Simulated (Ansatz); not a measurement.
Relaxation of F2H2HfO2 (7 atoms, charge 0, multiplicity 1), to a largest force component of 0.02 eV/Å in at most 40 steps.

Level of theory: RKS PBE/def2-SVP in Ansatz.

```xyz
7
Properties=species:S:1:pos:R:3:forces:R:3
Hf 0.000 0.000 0.000 0.42 0.43 0.20
O 0.000 0.000 2.070 -1.49 -0.51 -1.75
H -0.909 -0.281 2.407 1.29 0.42 -0.14
F 1.867 0.000 -0.659 -1.38 0.07 0.55
O -0.975 1.689 -0.689 -0.56 -2.27 0.40
H -1.933 1.458 -0.912 1.20 0.61 0.19
F -0.933 -1.616 -0.659 0.51 1.24 0.54
```

Where does it end, and by what steps?

The forces met the threshold. The force dipped under the threshold on the way, but the program's further checks kept it going. After 11 steps the energy has fallen by 0.679 eV; H3 moved furthest, 0.63 Å.

```json
{"step": "0", "energy less start (eV)": "0.0000", "largest force component (eV/Å)": "2.268", "accepted": "yes"}
{"step": "1", "energy less start (eV)": "-0.4158", "largest force component (eV/Å)": "1.303", "accepted": "yes"}
{"step": "2", "energy less start (eV)": "-0.5068", "largest force component (eV/Å)": "0.565", "accepted": "yes"}
{"step": "3", "energy less start (eV)": "-0.5660", "largest force component (eV/Å)": "0.510", "accepted": "yes"}
{"step": "4", "energy less start (eV)": "-0.6037", "largest force component (eV/Å)": "0.641", "accepted": "yes"}
{"step": "5", "energy less start (eV)": "-0.6586", "largest force component (eV/Å)": "0.076", "accepted": "yes"}
{"step": "6", "energy less start (eV)": "-0.6680", "largest force component (eV/Å)": "0.367", "accepted": "yes"}
{"step": "7", "energy less start (eV)": "-0.6774", "largest force component (eV/Å)": "0.142", "accepted": "yes"}
{"step": "8", "energy less start (eV)": "-0.6541", "largest force component (eV/Å)": "1.373", "accepted": "no"}
{"step": "9", "energy less start (eV)": "-0.6791", "largest force component (eV/Å)": "0.008", "accepted": "yes"}
{"step": "10", "energy less start (eV)": "-0.6791", "largest force component (eV/Å)": "0.095", "accepted": "no"}
{"step": "11", "energy less start (eV)": "-0.6792", "largest force component (eV/Å)": "0.019", "accepted": "yes"}
```

```xyz
7
Properties=species:S:1:pos:R:3
Hf -0.139 -0.117 -0.033
O -0.308 -0.195 1.886
H -0.476 -0.136 2.834
F 1.716 0.172 -0.491
O -1.203 1.298 -0.795
H -1.770 2.033 -1.059
F -0.703 -1.804 -0.784
```

Whether the end is a true minimum wasn't checked by a vibrational analysis.

The run took 43 s on 1 thread of Arm Neoverse V2 (shared host), peak memory 0.18 GiB.
